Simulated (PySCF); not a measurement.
Telling isomers of C4H11OPSi apart by NMR

[PySCF 2.14.0 with density-fitted response routines: GFN2-xTB structure; σ from GIAO-PBE0/pcSseg-1; averaged over atoms made equivalent by symmetry, fast rotation or ring inversion; in vacuum; one conformer; no relativistic terms]

References, each an isolated molecule treated in the same way: 1H (σ = 31.72 ppm) and 13C (σ = 186.93 ppm) vs TMS. Splittings of carbon signals by F and P are missing where no couplings were computed. Where no couplings were computed, multiplicities follow the n + 1 count of equivalent neighbours, and m marks all less simple cases (inequivalent or close neighbours, rings, F or P nearby). Shifts are as computed. Against solution values, carbons near 30 ppm lie about +3 ppm off and those near 130 ppm about +5 ppm. Of 1211 compounds with measured shifts, 218 miss one by over three times the rms of a fit or turn the order of signals round; such compounds aren't used in these exercises.

(1) Tabulate the signals of `O=[PH]1CC[SiH2]CC1`, `C[C@@H]1[C@H]([SiH3])C[P@@H]1=O`, `O=P1(C[SiH3])CCC1` and their relative energies.

(2) What is the quickest way to tell O=[PH]1CC[SiH2]CC1 from O=P1(C[SiH3])CCC1?

(3) What is the quickest way to tell O=[PH]1CC[SiH2]CC1 from C[C@@H]1[C@H]([SiH3])C[P@@H]1=O?

(4) What is the quickest way to tell C[C@@H]1[C@H]([SiH3])C[P@@H]1=O from O=P1(C[SiH3])CCC1?

## Answers

(1) 
```json
{"SMILES": "O=[PH]1CC[SiH2]CC1", "carbon types": "4×CH2", "δC": "29.3, 2.6", "δH": "7.26 (m, 1H), 4.13 (m, 1H), 4.03 (m, 1H), 2.33 (m, 2H), 1.81 (m, 2H), 1.25 (m, 2H), 0.99 (m, 2H)", "E rel. (kcal/mol)": "0.0"}
{"SMILES": "C[C@@H]1[C@H]([SiH3])C[P@@H]1=O", "carbon types": "2×CH 1×CH2 1×CH3", "δC": "49.2, 40.5, 12.5, 8.6", "δH": "7.42 (m, 1H), 3.89 (d, 3H), 2.64 (m, 1H), 2.50 (m, 1H), 2.43 (m, 1H), 1.44 (m, 3H), 1.24 (m, 1H)", "E rel. (kcal/mol)": "23.8"}
{"SMILES": "O=P1(C[SiH3])CCC1", "carbon types": "4×CH2", "δC": "41.9, 12.9, 10.4", "δH": "4.03 (m, 3H), 2.65 (m, 2H), 2.37 (m, 2H), 1.87 (m, 1H), 1.21 (m, 1H), 0.95 (m, 2H)", "E rel. (kcal/mol)": "12.9"}
```

Energies are electronic energies at PBE0/pcSseg-1 on these geometries, without zero-point or thermal terms, each for the one conformer computed, which needn't be the lowest.

(2) Count the carbon signals: 2 against 3. The first has an sp3 CH2 bonded to P at 29.3 ppm, the second an sp3 CH2 bonded to P at 41.9 ppm. In the proton spectra the most deshielded non-exchanging signals are 7.26 (m, 1H) and 4.03 (m, 3H).

(3) Count the carbon signals: 2 against 4. The first has an sp3 CH2 bonded to Si at 2.6 ppm, the second an sp3 CH bonded to P at 49.2 ppm. Their most deshielded carbons lie at 29.3 and 49.2 ppm.

(4) Count the carbon signals: 4 against 3. The first has an sp3 CH bonded to P at 49.2 ppm, the second an sp3 CH2 in a ring at 10.4 ppm. Their most deshielded carbons lie at 49.2 and 41.9 ppm. In the proton spectra the most deshielded non-exchanging signals are 7.42 (m, 1H) and 4.03 (m, 3H).
